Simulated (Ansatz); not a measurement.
```yaml
atoms:
  - { symbol: Li, position_ang: [0.0000, 0.0000, 0.8450] }
  - { symbol: O, position_ang: [0.0000, 0.0000, -0.8450] }
```

Basis set: cc-pVDZ (spherical functions). Correlated methods keep 1 orbital frozen. Charge 0, multiplicity 2.

Computed with Ansatz (development build ahead of 0.2.0); the reference of a correlated method needn't be the lowest determinant of its kind.

The atomization energy at this shape (free ground-state atoms in the same class of orbitals less the molecule, no zero-point energy) of doublet LiO:

```tsv
method	atomization energy
UHF-CCSD(T)	68.19 kcal/mol
```

Problem. What does UHF-CCSD give?

Solution. 67.04 kcal/mol. Caution: the reference determinant was not shown to be the lowest.
